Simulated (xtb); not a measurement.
C9H6N4, SMILES C1=CC2=NC=CC3=NC=NC(=C1)N23. All values are semi-empirical tight-binding results from xtb (GFN2-xTB unless named), good for trends rather than for accurate numbers. Geometry optimised at GFN2-xTB.

Computed properties:
```yaml
point_group_as_xtb_finds_it: Cs
orbital_gap: 1.87 eV
dipole_moment: 1.46 D
zero_point_energy: 84.9 kcal/mol
G − E(el) at 298.15 K (modified RRHO): 63.7 kcal/mol
static polarisability (D4 model): 120.9 bohr³
solvation energy, GFN2-xTB/ALPB(water): -7.2 kcal/mol
solvation energy, GFN2-xTB/ALPB(toluene): -9.0 kcal/mol
```

**Question.** Give the IR lines (harmonic; lines under 4 % of the strongest left out, lines within 3 cm⁻¹ merged). (The exact figures need the calculation; the answer reports its results.)

**Answer.** ν (cm⁻¹): 755 (w), 788 (w), 808 (w), 853 (w), 1098 (w), 1453 (m), 1485 (w), 1570 (m), 1576 (vs), 1600 (vs) (against the strongest line: vs over 80 %, s over 45 %, m over 15 %, w over 4 %, vw less)
